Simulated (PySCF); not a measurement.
Compound: C8H7FS.
SMILES with atom numbers: `[CH2:1]=[CH:2]/[CH:3]=[CH:4]\[c:5]1[cH:6][c:7]([F:8])[cH:9][s:10]1` (hydrogens: H11, H12 on C1; H13 on C2; H14 on C3; H15 on C4; H16 on C6; H17 on C9)

The same species was optimised twice, with GFN2-xTB and with PBE0-D3(BJ)/def2-SVP (PySCF), and the same property calculations (PySCF, gas phase) were run on both structures.

```
     coordinate  GFN2-xTB  PBE0-D3(BJ)/def2-SVP  change
      C7–F8 (Å)     1.343                 1.326  -0.017
      C4–C5 (Å)     1.432                 1.446  +0.014
      C1=C2 (Å)     1.333                 1.343  +0.010
      C2–C3 (Å)     1.437                 1.447  +0.010
      C6–C7 (Å)     1.405                 1.414  +0.009
      C7–C9 (Å)     1.360                 1.369  +0.009
      C5–C6 (Å)     1.375                 1.383  +0.008
      C3=C4 (Å)     1.347                 1.355  +0.008
     C5–S10 (Å)     1.744                 1.739  -0.005
     C9–S10 (Å)     1.714                 1.716  +0.002
   C3–C4–C5 (°)     130.6                 131.7    +1.1
   C1–C2–C3 (°)     122.6                 123.3    +0.7
   C2–C3–C4 (°)     128.1                 128.7    +0.6
   F8–C7–C9 (°)     123.0                 123.5    +0.5
  C5–S10–C9 (°)      92.4                  92.9    +0.5
  C4–C5–S10 (°)     126.0                 125.7    -0.3
   C6–C7–F8 (°)     122.6                 122.3    -0.3
   C4–C5–C6 (°)     124.0                 124.2    +0.2
C1–C2–C3–C4 (°)       180                   180       0
C3–C4–C5–C6 (°)       180                  -179      +1
```

Rotational constants: A = 3533, B = 585.2, C = 502.1 MHz (GFN2-xTB) against A = 3525, B = 573.8, C = 493.5 MHz (PBE0-D3(BJ)/def2-SVP). Point groups within 0.08 Å: Cs and Cs.

On the GFN2-xTB structure: HOMO (eV) -6.19 [PBE0/pcSseg-1]; LUMO (eV) -1.88 [PBE0/pcSseg-1]; dipole (D) 1.42 [PBE0/pcSseg-1]; GIAO shielding of C1 (ppm) 58.2 [PBE0/pcSseg-1]; GIAO shielding of C2 (ppm) 45.9 [PBE0/pcSseg-1]; GIAO shielding of C3 (ppm) 51.2 [PBE0/pcSseg-1]; GIAO shielding of C4 (ppm) 58.1 [PBE0/pcSseg-1]; GIAO shielding of C5 (ppm) 37.5 [PBE0/pcSseg-1]; GIAO shielding of C6 (ppm) 62.9 [PBE0/pcSseg-1]; GIAO shielding of C7 (ppm) 19.7 [PBE0/pcSseg-1]; GIAO shielding of F8 (ppm) 310.1 [PBE0/pcSseg-1].

Problem. What do these properties become on the PBE0-D3(BJ)/def2-SVP structure?

Solution. 
```json
{"property": "HOMO (eV)", "level": "PBE0/pcSseg-1", "on GFN2-xTB": "-6.19", "on PBE0-D3(BJ)/def2-SVP": "-6.19", "change": "0.00"}
{"property": "LUMO (eV)", "level": "PBE0/pcSseg-1", "on GFN2-xTB": "-1.88", "on PBE0-D3(BJ)/def2-SVP": "-1.89", "change": "-0.01"}
{"property": "dipole (D)", "level": "PBE0/pcSseg-1", "on GFN2-xTB": "1.42", "on PBE0-D3(BJ)/def2-SVP": "1.27", "change": "-0.15"}
{"property": "energy, GFN2-xTB geometry as zero (kcal/mol)", "level": "PBE0/pcSseg-1", "on GFN2-xTB": "0.0", "on PBE0-D3(BJ)/def2-SVP": "-0.5", "change": "-0.5"}
{"property": "GIAO shielding of C1 (ppm)", "level": "PBE0/pcSseg-1", "on GFN2-xTB": "58.2", "on PBE0-D3(BJ)/def2-SVP": "55.1", "change": "-3.1"}
{"property": "GIAO shielding of C2 (ppm)", "level": "PBE0/pcSseg-1", "on GFN2-xTB": "45.9", "on PBE0-D3(BJ)/def2-SVP": "43.4", "change": "-2.5"}
{"property": "GIAO shielding of C3 (ppm)", "level": "PBE0/pcSseg-1", "on GFN2-xTB": "51.2", "on PBE0-D3(BJ)/def2-SVP": "50.0", "change": "-1.2"}
{"property": "GIAO shielding of C4 (ppm)", "level": "PBE0/pcSseg-1", "on GFN2-xTB": "58.1", "on PBE0-D3(BJ)/def2-SVP": "55.9", "change": "-2.2"}
{"property": "GIAO shielding of C5 (ppm)", "level": "PBE0/pcSseg-1", "on GFN2-xTB": "37.5", "on PBE0-D3(BJ)/def2-SVP": "36.9", "change": "-0.6"}
{"property": "GIAO shielding of C6 (ppm)", "level": "PBE0/pcSseg-1", "on GFN2-xTB": "62.9", "on PBE0-D3(BJ)/def2-SVP": "60.8", "change": "-2.1"}
{"property": "GIAO shielding of C7 (ppm)", "level": "PBE0/pcSseg-1", "on GFN2-xTB": "19.7", "on PBE0-D3(BJ)/def2-SVP": "19.0", "change": "-0.7"}
{"property": "GIAO shielding of F8 (ppm)", "level": "PBE0/pcSseg-1", "on GFN2-xTB": "310.1", "on PBE0-D3(BJ)/def2-SVP": "311.2", "change": "+1.1"}
```

The heavy atoms differ by 0.030 Å rms after alignment. Among bonds between heavy atoms C7–F8 changes most (-0.017 Å). Changes are differences of the printed values. Neither structure is proved a minimum here.

The values belong to the conformer `[CH2:1]=[CH:2]/[CH:3]=[CH:4]\[c:5]1[cH:6][c:7]([F:8])[cH:9][s:10]1`: C1–C2–C3–C4 180°, C3–C4–C5–C6 -179°.
